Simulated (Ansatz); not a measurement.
Program: Ansatz. Geometries: PBE0-D4/def2-TZVP. ΔE: electronic, gas phase. CCSD(T)/CBS adds triple-zeta CCSD(T) − MP2 to the extrapolated MP2 energy (def2 sets, frozen cores). This one scheme is used for every species. DFT in def2-TZVPP. B3LYP here is the variant with VWN-RPA as its local correlation; programs differ in this. Each species was taken in one conformer, which may not be the lowest.

Reaction (redistribution): `BOBF` + `O[SiH]([SiH3])Cl` → `OBF` + `BO[SiH]([SiH3])Cl`

`BOBF`:

Cartesian coordinates in Å:
```
B -0.447 -1.124 -0.231
O 0.460 -0.137 -0.478
B 0.491 1.067 0.161
F 1.432 1.915 -0.195
H -1.295 -0.962 0.600
H -0.351 -2.129 -0.871
H -0.290 1.370 1.013
```

`O[SiH]([SiH3])Cl`:

Z-matrix (Å, degrees):
```
Si
Si 1 2.335
Cl 1 2.068 2 108.6
O 1 1.639 2 107.4 3 -119.7
H 1 1.486 2 114.5 3 116.6
H 2 1.487 1 110.4 3 -179.5
H 2 1.485 1 109.5 3 59.7
H 2 1.487 1 108.6 3 -59.9
H 4 0.959 1 118.4 2 180.0
```

`OBF`:

Z-matrix (Å, degrees):
```
B
O 1 1.344
F 1 1.332 2 120.3
H 1 1.192 2 120.1 3 -180.0
H 2 0.963 1 113.4 3 -0.0
```

`BO[SiH]([SiH3])Cl`:

Z-matrix (Å, degrees):
```
Si
O 1 1.654
Cl 1 2.054 2 108.1
Si 1 2.336 2 108.8 3 117.9
H 1 1.485 2 109.1 3 -116.0
B 2 1.352 1 130.9 3 101.1
H 4 1.485 1 109.3 2 -59.7
H 4 1.487 1 109.7 2 60.8
H 4 1.486 1 108.8 2 -179.7
H 6 1.197 2 117.9 1 -179.6
H 6 1.203 2 119.8 1 0.8
```

(1) Is it downhill or uphill in electronic energy at CCSD(T)/CBS, and by how much? (Estimate.)

(2) What do these levels give: r2SCAN-D4, B3LYP-D4, ωB97M-V, B2PLYP, PBE, r2SCAN, HF/def2-TZVPP, MP2/def2-TZVPP, SCS-MP2/def2-TZVPP, CCSD/def2-TZVPP, SCS-MP2/def2-QZVPP, MP2/CBS(def2)? (Estimate.)

Largest T1 diagnostic among the species: 0.013.

Results:

(1) The calculation gave: Downhill: ΔE = -19.0 kJ/mol.

(2) Computed: r2SCAN-D4 -20.1, B3LYP-D4 -21.5, ωB97M-V -19.5, B2PLYP -19.5, PBE -20.9, r2SCAN -19.4, HF/def2-TZVPP -13.7, MP2/def2-TZVPP -20.4, SCS-MP2/def2-TZVPP -19.7, CCSD/def2-TZVPP -19.6, SCS-MP2/def2-QZVPP -18.6, MP2/CBS(def2) -18.7 kJ/mol.

In def2-TZVPP, CCSD(T) changes the Hartree–Fock value by −7.0 kJ/mol (the triples alone add −1.2 kJ/mol) and MP2 by −6.7 kJ/mol.
